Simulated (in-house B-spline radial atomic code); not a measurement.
Radial electron density of Ge2+, [Ar] 3d10 4s2. Level of theory: non-relativistic Hartree-Fock, average of configuration, point nucleus; calculated with a radial B-spline atomic code at the basis-set limit.

Columns: r (bohr), 4πr²n(r) (electrons per bohr), bar.

```
 0.00206    1.051 #
 0.00251    1.516 #
 0.00306    2.175 ##
 0.00374    3.111 ###
 0.00456    4.389 ####
 0.00556    6.122 ######
 0.00678    8.421 ########
 0.00827    11.39 ###########
  0.0101    15.12 ###############
  0.0123     19.5 ###################
   0.015    24.44 ########################
  0.0183    29.54 #############################
  0.0223    34.14 #################################
  0.0272    37.52 #####################################
  0.0332    38.91 ######################################
  0.0405       38 #####################################
  0.0494    35.31 ###################################
  0.0603    32.42 ################################
  0.0736    31.48 ###############################
  0.0897    33.98 #################################
   0.109    39.23 ######################################
   0.134    44.47 ###########################################
   0.163       45 ############################################
   0.199    39.27 ######################################
   0.242    30.31 ##############################
   0.296    23.64 #######################
   0.361    23.36 #######################
    0.44    27.05 ##########################
   0.537    28.87 ############################
   0.654    25.33 #########################
   0.798    17.88 #################
   0.974     10.4 ##########
    1.19    5.376 #####
    1.45    2.923 ###
    1.77    1.829 ##
    2.16    1.174 #
    2.63   0.6402 #
    3.21   0.2562 
    3.91  0.06989 
    4.77  0.01162 
    5.82 0.001066 
     7.1 4.785e-05
```

On this grid the curve has 3 maxima, near 0.0332, 0.163, 0.537 bohr.

The 4s radial function P(r) = rR(r), positive near the nucleus:

| r (bohr) | P |
| --- | --- |
| 0.000625 | 0.007475 |
| 0.00093 | 0.01101 |
| 0.00138 | 0.01611 |
| 0.00206 | 0.02352 |
| 0.00306 | 0.03381 |
| 0.00456 | 0.04795 |
| 0.00678 | 0.06618 |
| 0.0101 | 0.08792 |
| 0.015 | 0.1095 |
| 0.0223 | 0.1225 |
| 0.0332 | 0.1116 |
| 0.0494 | 0.05675 |
| 0.0736 | -0.05089 |
| 0.109 | -0.1721 |
| 0.163 | -0.2032 |
| 0.242 | -0.0328 |
| 0.361 | 0.2591 |
| 0.537 | 0.3278 |
| 0.798 | -0.03149 |
| 1.19 | -0.5626 |
| 1.77 | -0.7903 |
| 2.63 | -0.5536 |
| 3.91 | -0.1866 |
| 5.82 | -0.02309 |
